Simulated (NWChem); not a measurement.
Species: C3H7NSi; SMILES N[C@@H]1[SiH2]C=C1

Computed with NWChem. B3LYP is NWChem's, with the RPA form of VWN correlation. Each level has its own optimisation. Brackets give each atom's bonded neighbours. One conformer.

```
level                r C–N (Å)  r H–N (Å)  r C–C [C(CCH)–C(CHNSi)] (Å)  r C–Si [C(CHNSi)–Si(CCHH)] (Å)  dipole (D)
-------------------  ---------  ---------  ---------------------------  ------------------------------  ----------
B3LYP/3-21G              1.466      1.024                        1.557                           1.971        1.47
Hartree-Fock/3-21G       1.460      1.004                        1.552                           1.954        1.31
PBE-D3(BJ)/def2-SVP      1.454      1.029                        1.535                           1.943        1.52
```
